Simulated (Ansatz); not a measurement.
C2H5NSSi (`C[SiH2]SC#N`). The species carries charge 0 and has multiplicity 1. All single points use the PBE0-D4/def2-TZVP geometry. It is one conformer, not always the lowest.

```xyz
10

C     0.420    0.116    1.264
Si    0.681    0.564   -0.516
S    -0.018   -1.040   -1.822
C    -1.586   -1.075   -1.215
N    -2.662   -1.109   -0.796
H     0.763    0.931    1.906
H    -0.641   -0.053    1.459
H     0.972   -0.789    1.523
H     2.110    0.654   -0.904
H    -0.039    1.801   -0.899
```

What is the dipole moment at ωB97M-V/def2-TZVPP? (Estimate.)

The calculation gave: 4.02 D, with components (3.70, 1.32, 0.88) D in this frame, pointing from negative to positive charge.

And with PBE, r2SCAN, B3LYP? (Best estimate.)

The calculation gave: PBE 3.96 D, r2SCAN 4.05 D, B3LYP 4.05 D.

Give the Mulliken charges with ωB97M-V, r2SCAN, B3LYP in def2-TZVPP. (Estimate.)

The calculation gave: 
```
atom  ωB97M-V  r2SCAN  B3LYP
  C1    -0.43   -0.29  -0.37
 Si2     0.25    0.36   0.35
  S3    -0.07   -0.10  -0.11
  C4    -0.10   -0.06  -0.12
  N5    -0.05   -0.09  -0.03
  H6     0.13    0.09   0.11
  H7     0.14    0.10   0.13
  H8     0.13    0.09   0.12
  H9    -0.01   -0.06  -0.05
 H10     0.00   -0.04  -0.04
```

B3LYP here is the variant with VWN-RPA as its local correlation; programs differ in this.

Program: Ansatz 0.2.0.
